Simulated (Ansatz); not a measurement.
`C[N](C)[Ge]([F])([F])[F]` → `[F][Ge]([F])[F]`• + `C[N]C`• at 500 K and 1 bar (homolysis of the Ge–N bond).

Calculated with Ansatz (gas phase, PBE0-D4/def2-TZVP geometries, no zero-point term in ΔE). CCSD(T)/CBS adds triple-zeta CCSD(T) − MP2 to the extrapolated MP2 energy (def2 sets, frozen cores). Open shells (•) are unrestricted, without spin–orbit coupling. For Ge outer-core shells are correlated without core-valence functions, which leaves a few kJ/mol of doubt a bond. Scalar relativity is left out up to krypton. One conformer a species, not always the lowest.

```tsv
species	CCSD(T)/CBS energy (Eh)	H − E (kJ/mol)	S (J/(mol·K))
`C[N](C)[Ge]([F])([F])[F]`	-2510.03269	295.8	487.8
`[F][Ge]([F])[F]`•	-2375.55020	46.2	336.4
`C[N]C`•	-134.33941	234.0	323.4
```

H − E and S are ideal-gas, rigid-rotor, harmonic terms from PBE0-D4/def2-TZVP, for one conformer and one mirror image of each species, with the whole ground term of open shells counted as degenerate. 1 Eh = 2625.50 kJ/mol, R = 8.31446 J/(mol·K).

Task: By hand: ΔE, ΔH, ΔS and ΔG.

Result: ΔE = (-2375.55020) + (-134.33941) − (-2510.03269) = 0.14308 Eh = 375.7 kJ/mol. Δ(H − E) = 46.2 + 234.0 − 295.8 = -15.6, so ΔH = 360.1 kJ/mol. ΔS = 336.4 + 323.4 − 487.8 = 172.0 J/(mol·K). ΔG = 360.1 − 500 × (172.0)/1000 = 274.1 kJ/mol.

Task: By hand: the equilibrium constant, and the temperature at which ΔG would vanish if ΔH and ΔS stayed fixed.

Result: log₁₀ K = −ΔG/(RT ln 10) = -28.6. ΔG = 0 at ΔH/ΔS = 2094 K.

The number of gas molecules changes by +1, which sets the sign of ΔS. A doubt of 5 kJ/mol in ΔE shifts log₁₀ K by 0.5 here. Other conformers and mirror images would add mixing entropy, several J/(mol·K) or more a flexible species. Modes under 60 cm⁻¹, often nearly free rotors, make the harmonic entropy too high. These are equilibria of isolated gas molecules and say nothing of rates. Largest T1 diagnostic: 0.015 (customary marks: 0.02 for closed shells, 0.045 for open ones).
